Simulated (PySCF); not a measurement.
Molfile (atoms numbered from 1):
```
C7H16N2Si
     RDKit          3D

 26 27  0  0  0  0  0  0  0  0999 V2000
   -2.7432   -1.1312   -0.3245 C   0  0  0  0  0  0  0  0  0  0  0  0
   -2.7660    0.4055   -0.1591 C   0  0  0  0  0  0  0  0  0  0  0  0
   -1.3355    0.8810   -0.4681 C   0  0  0  0  0  0  0  0  0  0  0  0
   -0.4488   -0.3412   -0.1998 C   0  0  0  0  0  0  0  0  0  0  0  0
    1.2697   -0.2337   -0.9518 Si  0  0  0  0  0  4  0  0  0  0  0  0
    2.3327   -1.5250   -0.4635 N   0  0  0  0  0  0  0  0  0  0  0  0
    3.6323   -1.0000   -0.0786 C   0  0  0  0  0  0  0  0  0  0  0  0
    3.3734    0.3875    0.5091 C   0  0  0  0  0  0  0  0  0  0  0  0
    2.3353    0.9843   -0.3126 N   0  0  0  0  0  0  0  0  0  0  0  0
   -1.3091   -1.4840   -0.7512 C   0  0  0  0  0  0  0  0  0  0  0  0
   -2.9796   -1.6211    0.6330 H   0  0  0  0  0  0  0  0  0  0  0  0
   -3.4891   -1.4894   -1.0504 H   0  0  0  0  0  0  0  0  0  0  0  0
   -3.0398    0.6752    0.8727 H   0  0  0  0  0  0  0  0  0  0  0  0
   -3.5071    0.8887   -0.8139 H   0  0  0  0  0  0  0  0  0  0  0  0
   -1.0424    1.7656    0.1187 H   0  0  0  0  0  0  0  0  0  0  0  0
   -1.2583    1.1651   -1.5337 H   0  0  0  0  0  0  0  0  0  0  0  0
   -0.3260   -0.4749    0.8913 H   0  0  0  0  0  0  0  0  0  0  0  0
    1.0480   -0.0945   -2.4354 H   0  0  0  0  0  0  0  0  0  0  0  0
    2.3484   -2.4343   -0.9075 H   0  0  0  0  0  0  0  0  0  0  0  0
    4.3274   -0.9064   -0.9389 H   0  0  0  0  0  0  0  0  0  0  0  0
    4.1261   -1.6426    0.6713 H   0  0  0  0  0  0  0  0  0  0  0  0
    4.3027    0.9836    0.4929 H   0  0  0  0  0  0  0  0  0  0  0  0
    3.0711    0.2819    1.5721 H   0  0  0  0  0  0  0  0  0  0  0  0
    2.0472    1.9186   -0.0526 H   0  0  0  0  0  0  0  0  0  0  0  0
   -1.2388   -1.4991   -1.8543 H   0  0  0  0  0  0  0  0  0  0  0  0
   -0.9862   -2.4750   -0.3959 H   0  0  0  0  0  0  0  0  0  0  0  0
  1  2  1  0
  2  3  1  0
  3  4  1  0
  4  5  1  0
  5  6  1  0
  6  7  1  0
  7  8  1  0
  8  9  1  0
  4 10  1  0
 10  1  1  0
  9  5  1  0
  1 11  1  0
  1 12  1  0
  2 13  1  0
  2 14  1  0
  3 15  1  0
  3 16  1  0
  4 17  1  0
  5 18  1  0
  6 19  1  0
  7 20  1  0
  7 21  1  0
  8 22  1  0
  8 23  1  0
  9 24  1  0
 10 25  1  0
 10 26  1  0
M  END
```

Geometry: PBE0-D3(BJ)/def2-SVP; GIAO shifts from PySCF, gas phase, non-relativistic, averaged over equivalent atoms.

At PBE0/pcSseg-1 (257 basis functions, 2 min wall time on 1 thread of an Arm Neoverse N1, shared host):
```csv
atoms,δ (ppm)
C7/C8,47.0
C4,31.8
C3/C10,29.3
C1/C2,26.9
Si5,2.0
N6/N9,29.1
H18,4.83
H21/H23,3.15
H20/H22,3.14
H12/H14,1.64
H11/H13,1.51
H15/H26,1.49
H16/H25,1.00
H17,0.41
H19/H24,0.06
```

Chemical shifts δ = σref − σ; 13C (σref 184.41), 29Si (σref 351.99), 1H (σref 31.27) against TMS; 15N (σref 265.67) against NH3, all at this level.

Problem. What do these become at WP04/pcSseg-1?

Solution. 
```tsv
atoms	δ at WP04/pcSseg-1	change
C7/C8	49.1	+2.1
C4	32.6	+0.8
C3/C10	32.0	+2.7
C1/C2	29.8	+2.9
Si5	-11.1	-13.1
N6/N9	23.5	-5.6
H18	4.16	-0.67
H21/H23	2.95	-0.20
H20/H22	2.95	-0.19
H12/H14	1.56	-0.08
H11/H13	1.45	-0.06
H15/H26	1.41	-0.08
H16/H25	1.04	+0.04
H17	0.47	+0.06
H19/H24	0.04	-0.02
```

References, each an isolated molecule treated in the same way: TMS for 13C (σ = 172.44 ppm), 29Si (σ = 338.69 ppm), 1H (σ = 31.56 ppm); NH3 for 15N (σ = 246.90 ppm).

The largest change is at Si5 (silicon bonded to C, 2 N, H, in a 5-membered ring). Cost: 257 basis functions, 120 s wall time on 1 thread of an Arm Neoverse N1, shared host. The order of the carbon signals is the same at both levels.

Experimental scales use liquid or dissolved standards, which lie at an offset from isolated NH3 (liquid NH3: subtract about 20 ppm).
